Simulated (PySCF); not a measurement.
Vertical excitation energies

Compound: C5H12Si.
InChI=1S/C5H12Si/c1-5-6(2,3)4/h5H,1H2,2-4H3

Level of theory: TDDFT CAM-B3LYP/def2-SVPD, vertical, gas phase, core orbitals frozen in the response in PySCF. Geometry: PBE0-D3(BJ)/def2-SVP; no solvent, vibrations or thermal averaging. Torsions of this conformer, `[CH2:1]=[CH:2][Si:3]([CH3:4])([CH3:5])[CH3:6]`: C1–C2–Si3–C4 -121°.

| state | E (eV) | λ (nm) | f | main configurations (H = HOMO, L = LUMO) |
| --- | --- | --- | --- | --- |
| S1 | 6.59 | 188.1 | 0.0040 | H-1→L (94%) |
| S2 | 7.15 | 173.5 | 0.452 | H→L (96%) |
| S3 | 7.43 | 166.8 | 0.073 | H→L+1 (70%), H→L+3 (16%), H→L+2 (8%) |
| S4 | 7.82 | 158.6 | 0.020 | H-2→L (92%) |
| S5 | 7.98 | 155.3 | 0.010 | H→L+2 (49%), H-3→L+1 (19%), H→L+1 (14%) |
| S6 | 8.14 | 152.3 | 0.050 | H-2→L+1 (52%), H-3→L (28%), H-1→L+1 (9%) |
| S7 | 8.16 | 151.9 | 0.0015 | H→L+3 (46%), H→L+2 (24%), H→L+5 (16%) |
| S8 | 8.21 | 150.9 | 0.011 | H-1→L+1 (75%) |
| S9 | 8.27 | 150.0 | 0.035 | H-3→L (61%), H-2→L+1 (31%) |
| S10 | 8.67 | 143.0 | 0.016 | H-3→L+1 (60%) |

Triplets (Tamm–Dancoff): T1 4.23 eV, H→L (82%), H-3→L (10%); T2 6.01 eV, H-1→L (92%); T3 7.29 eV, H→L+1 (65%), H→L+3 (18%), H→L+2 (9%); T4 7.64 eV, H-2→L (73%).

The lowest singlet lies at 6.59 eV (188 nm, vacuum ultraviolet) and is very weak; its leading configuration is HOMO-1→LUMO (94%). The strongest level in the table is S2 at 7.15 eV (173 nm, f = 0.452). Löwdin shares by element: HOMO carbon 80% or more (atoms not listed hold the other 20%); LUMO carbon 66% or more, silicon 6%, hydrogen 6% or more (atoms not listed hold the other 22%). Weighted by f, the mean energy of these states is 7.40 eV. Of the 10 states listed, 7 reach f = 0.01 and none stays under 0.0005. The oscillator strengths of these states sum to 0.673; summed over the whole spectrum of an exact calculation they would give the number of electrons, 56 (Thomas–Reiche–Kuhn). No computed singlet lies in the visible range (380 to 750 nm); the lowest, at 188 nm, stands 3.33 eV above its violet end (3.26 eV). The vertical ionisation energy (ΔSCF) is 9.69 eV, 1.02 eV above S10. The window holds the lowest 10 singlets.
